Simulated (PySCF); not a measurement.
C7H6NPS.
Atom-mapped SMILES: `[CH3:1][S:2][c:3]1[cH:4][cH:5][cH:6][p:7][c:8]1[C:9]#[N:10]` (hydrogens: H11, H12, H13 on C1; H14 on C4; H15 on C5; H16 on C6)

The calculation used PBE0-D3(BJ)/def2-SVP geometry optimisation, gas phase in PySCF.

Q: Give the optimised bond lengths and angles.

A: 
```
                  bond  length (pm)
                 C1–S2        179.8
                 S2–C3        175.7
                 C3–C4        140.2
                 C4–C5        139.2
                 C5–C6        139.2
                 C6–P7        172.6
                 P7–C8        175.3
                 C8–C9        142.9
                C9≡N10        116.1
                 C3–C8        141.6
C1–H11, C1–H12, C1–H13        109.9
                C4–H14        109.0
                C5–H15        109.5
                C6–H16        109.4
```

Bonds in one row agree within 1 pm and their mean is given. A selection of angles:
```
    angle  degrees
 C1–S2–C3    103.8
 S2–C3–C4    122.8
 S2–C3–C8    116.1
 C4–C3–C8    121.1
 C3–C4–C5    123.4
 C4–C5–C6    124.3
 C5–C6–P7    124.9
 C6–P7–C8    100.4
 P7–C8–C9    115.2
 C3–C8–P7    125.9
 C3–C8–C9    118.9
C8–C9–N10    178.7
```

Torsions: C1–S2–C3–C4 0° (synperiplanar).

Of the pairs four or more bonds apart, C1···H14 is among the closest relative to their van der Waals radii: 2.46 Å, 85 % of the sum of Bondi's values. The 10 heavy atoms lie in one plane (0.001 Å rms). The 2 C–S bonds span 1.757 Å (S2–C3, drawn single) to 1.798 Å (C1–S2, drawn single), a spread of 0.041 Å. The C–P distances run from 1.726 Å (C6–P7, aromatic) to 1.753 Å (P7–C8, aromatic), a spread of 0.027 Å. The C–C distances run from 1.392 Å (C4–C5, aromatic) to 1.429 Å (C8–C9, drawn single), a spread of 0.037 Å. The 6-membered ring C3–C4–C5–C6–P7–C8 has internal angles of 100.4° to 125.9°; it is planar, 0.00 Å rms from its mean plane, widest ring torsion 0°.

Point group: Cs (every atom within 0.08 Å of its image). Not checked by PBE0-D3(BJ)/def2-SVP frequencies. One conformer, not necessarily the lowest.
